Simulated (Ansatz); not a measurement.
Geometry optimisation, DFT PBEsol, scalar-relativistic, plane waves, PAW (Ansatz 0.2.0).

Input file:

```yaml
crystal:
  lattice:
    - [0.0, 5.43, 5.43]
    - [5.43, 0.0, 5.43]
    - [5.43, 5.43, 0.0]
  atoms:
    - { symbol: Si, position: [0.0, 0.0, 0.0] }
    - { symbol: Si, position: [0.125, 0.125, 0.125] }
    - { symbol: Si, position: [0.0, 0.0, 0.5] }
    - { symbol: Si, position: [0.125, 0.125, 0.625] }
    - { symbol: Si, position: [0.0, 0.5, 0.0] }
    - { symbol: Si, position: [0.125, 0.625, 0.125] }
    - { symbol: Si, position: [0.0, 0.5, 0.5] }
    - { symbol: Si, position: [0.125, 0.625, 0.625] }
    - { symbol: Si, position: [0.5, 0.0, 0.0] }
    - { symbol: Si, position: [0.625, 0.125, 0.125] }
    - { symbol: Si, position: [0.5, 0.0, 0.5] }
    - { symbol: Si, position: [0.625, 0.125, 0.625] }
    - { symbol: Si, position: [0.5, 0.5, 0.0] }
    - { symbol: Si, position: [0.625, 0.625, 0.125] }
    - { symbol: Si, position: [0.5, 0.5, 0.5] }
    - { symbol: Si, position: [0.625, 0.625, 0.625] }
    - { symbol: O, position: [0.8683977, 0.8729306, 0.3830994], spin: 1.0 }
magnetization:
  spin_polarized: true
basis:
  ecutwfc: 420.0
kpoints:
  mp_grid: { grid: [2, 2, 2] }
hamiltonian:
  xc: pbesol
scf:
  occupations: { method: fermi_dirac, width: 0.05 }
  lower_state_search: "off"
relax:
  f_tol: 0.08
  max_steps: 25
  adjacent_minimum: "off"
```

Run as:

```bash
$ ansatz run input.yaml --threads 1 --pin off --max-ram 3072MiB --backend cpu --events-out ev --progress --plain --runs-dir out
```

**Question.** Where does it end, and by what steps?

**Answer.** It converged. The threshold is loose, so the end isn't yet a minimum. Limits of this set-up: coarse k mesh. After 7 steps the energy has fallen by 1.347 eV; O17 moved furthest, 0.83 Å.

```csv
step,energy less start (eV),largest force component (eV/Å),accepted
0,0.0000,0.444,yes
1,-0.0839,0.364,yes
2,-0.5315,1.083,yes
3,-0.9130,0.835,yes
4,-1.1880,0.598,yes
5,-1.2732,0.252,yes
6,-1.3360,0.124,yes
7,-1.3468,0.034,yes
```

```xyz
17
Lattice="0.0000 5.4300 5.4300 5.4300 0.0000 5.4300 5.4300 5.4300 0.0000" Properties=species:S:1:pos:R:3
Si -0.101 -0.105 0.102
Si 1.337 1.336 1.306
Si 2.574 2.576 -0.238
Si 3.981 3.978 1.450
Si 2.684 0.067 2.745
Si 4.125 1.334 4.094
Si 5.666 2.574 2.853
Si 6.711 4.283 4.147
Si 0.066 2.681 2.748
Si 1.338 4.121 4.094
Si 2.574 5.666 2.853
Si 4.280 6.708 4.150
Si 2.683 2.680 5.363
Si 3.924 3.922 6.936
Si 5.274 5.271 5.584
Si 6.708 6.708 6.576
O 7.296 7.297 8.992
```

Whether the end is a true minimum wasn't checked by a vibrational analysis.

Time of the run: 2.3 min on 1 thread of Arm Neoverse V1 (shared host), peak memory 0.69 GiB.
